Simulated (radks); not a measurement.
Question: Br, 35 electrons, occupied as [Ar] 3d10 4s2 4p5. Method: Dirac Kohn-Sham, BLYP, spin-unpolarised, spherical densities, finite nucleus; open shells fill j = l - 1/2 first; Fermi nuclear charge, rms radius 4.1629 fm; computed with a radial shooting solver on a logarithmic mesh with Libxc functionals. Some entries of the table are withheld. Estimate them.

orbital,occ.,eigenvalue (eV),<r> (bohr)
1s1/2,2,-13316.26,0.04274
2s1/2,2,-1732.455,(1)
2p1/2,2,(2),(3)
2p3/2,4,(4),(5)
3s1/2,2,-237.5612,0.5515
3p1/2,2,(6),(7)
3p3/2,4,(8),(9)
3d3/2,4,-67.1692,(10)
3d5/2,6,-66.0831,(11)
4s1/2,2,-19.9920,1.671
4p1/2,2,-8.0238,2.080
4p3/2,3,-7.5229,2.132

Answer: 
(1) 2s1/2 <r> (bohr): 0.1893
(2) 2p1/2 eigenvalue (eV): -1560.386
(3) 2p1/2 <r> (bohr): 0.1627
(4) 2p3/2 eigenvalue (eV): -1512.847
(5) 2p3/2 <r> (bohr): 0.1666
(6) 3p1/2 eigenvalue (eV): -177.7628
(7) 3p1/2 <r> (bohr): 0.5571
(8) 3p3/2 eigenvalue (eV): -170.9183
(9) 3p3/2 <r> (bohr): 0.5677
(10) 3d3/2 <r> (bohr): 0.5884
(11) 3d5/2 <r> (bohr): 0.5925
